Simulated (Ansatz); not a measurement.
Au(PH3)Cl (PH3AuCl). Total charge 0; singlet. Geometry PBE-D4/def2-TZVP.

```xyz
6

Au    0.9438   -1.0242   -0.3732
P    -0.5094    0.5515    0.2014
H    -0.8555    1.5409   -0.7558
H    -0.1962    1.4023    1.2937
H    -1.8155    0.1590    0.5950
Cl    2.4328   -2.6295   -0.9612
```

In the def2 sets Au takes a core potential; there is no spin–orbit coupling.

(1) Estimate the orbital energies around the gap (eV) in Ansatz with PBE-D4/def2-SVP, PBE-D4/def2-TZVP, r2SCAN-D4/def2-TZVPD, PBE0-D4/def2-TZVP, PBE0-D4/def2-TZVPD.

Answers

(1) 
```
orbital  PBE-D4/def2-SVP  PBE-D4/def2-TZVP  r2SCAN-D4/def2-TZVPD  PBE0-D4/def2-TZVP  PBE0-D4/def2-TZVPD
HOMO−13           -60.99            -61.10                -62.93             -64.94              -64.93
HOMO−12           -18.62            -18.82                -19.69             -21.16              -21.22
HOMO−11           -17.81            -17.83                -18.53             -19.99              -19.99
HOMO−10           -11.46            -11.46                -11.86             -12.97              -12.97
 HOMO−9           -11.27            -11.29                -11.73             -12.83              -12.82
 HOMO−8           -11.27            -11.29                -11.73             -12.83              -12.82
 HOMO−7            -8.70             -8.80                 -9.11             -10.32              -10.33
 HOMO−6            -8.70             -8.80                 -9.11             -10.32              -10.33
 HOMO−5            -7.97             -8.10                 -8.39              -9.40               -9.40
 HOMO−4            -7.64             -7.76                 -8.09              -9.40               -9.40
 HOMO−3            -7.64             -7.76                 -8.09              -9.26               -9.29
 HOMO−2            -6.96             -7.06                 -7.31              -8.19               -8.20
 HOMO−1            -5.98             -6.22                 -6.52              -7.43               -7.49
   HOMO            -5.98             -6.22                 -6.52              -7.43               -7.49
   LUMO            -1.38             -1.70                 -1.52              -0.93               -0.98
 LUMO+1            -1.38             -1.70                 -1.52              -0.92               -0.97
 LUMO+2            -1.19             -1.42                 -1.15              -0.57               -0.89
 LUMO+3             0.15             -0.26                  0.00               0.67                0.32
 LUMO+4             0.64              0.29                  0.55               1.00                0.78
 LUMO+5             0.64              0.29                  0.55               1.00                0.78
```
